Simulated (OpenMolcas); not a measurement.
Tl+: effect of the IPEA shift

```
Program             : OpenMolcas
Basis               : ANO-RCC-VTZP [8s7p5d3f2g]
Scalar Hamiltonian  : DKH2, point nucleus
Active space        : 2 electrons in 9 orbitals (RAS2 6s 6p; RAS3 6d, at most 2 electrons)
State averaging     : 2S+1 = 3 even, 3 roots; 2S+1 = 1 even, 7 roots; 2S+1 = 3 odd, 3 roots; 2S+1 = 1 odd, 3 roots
Spin-orbit coupling : RASSI with atomic mean-field integrals over the reference wave functions, term energies averaged over their components
```

Methods on the same reference wave functions:
A. RASSCF
B. MS-RASPT2, IPEA 0 Eh, imaginary shift 0.1 Eh (closed shells correlated: 5d)
C. MS-RASPT2, IPEA 0.25 Eh, imaginary shift 0.1 Eh (closed shells correlated: 5d)

Energies in eV above 6s2 1S0, the measured ground level; measured values from NIST Handbook of Basic Atomic Spectroscopic Data.

```tsv
Level	A	B	C	Measured
6s2 1S0	0.0000	0.0000	0.0000	0.0000
6s 6p 3P* 0	5.3172	6.346	6.339	6.1312
6s 6p 3P* 1	5.6508	6.659	6.652	6.4960
6s 6p 3P* 2	6.5114	7.541	7.533	7.6533
6s 6p 1P* 1	8.9613	9.195	9.219	9.3811
```

Deviations, from unrounded energies. A percentage is the sum of absolute deviations over the sum of measured energies, with the sign that they share, or ± where signs differ.

```json
{"Against measurement": "mean absolute deviation (cm-1)", "Levels": "4", "A": "6500", "B": "1400", "C": "1300"}
{"Against measurement": "other configurations (%)", "Levels": "4", "A": "-10.9", "B": "±2.3", "C": "±2.2"}
```

B, C lie about equally close to measurement and A furthest from it. The largest miss of C in the table is 6s 6p 3P* 0, by +1700 cm-1. The ranking rests on the paired levels alone, and a cruder setting can come out closer through cancelling errors.

Between B and C the level of the table that moves most is 6s 6p 1P* 1, by 190 cm-1 (lowest in B, highest in C). Moves below CASPT2's spread within the term are not significant.

The lowest spin-free term lies below A's lowest term by 0.413 hartree in B, 0.410 hartree in C.

Active for correlation alone: 6d; no level in the range computed is led by a configuration that fills it, so any true level of that kind is missing. Spin-orbit splittings of 6p shells tend to come out small when the coupling is added on scalar orbitals. Computed and measured levels are paired by configuration, term and J; levels that our copy of the source lacks, or whose pairing is in doubt (as where it misses far off the trend of its configuration), stay unpaired and out of the deviations. Only configurations of the active space appear. Levels that lie high or do not pair safely by name in every column are left out.

* marks odd parity.
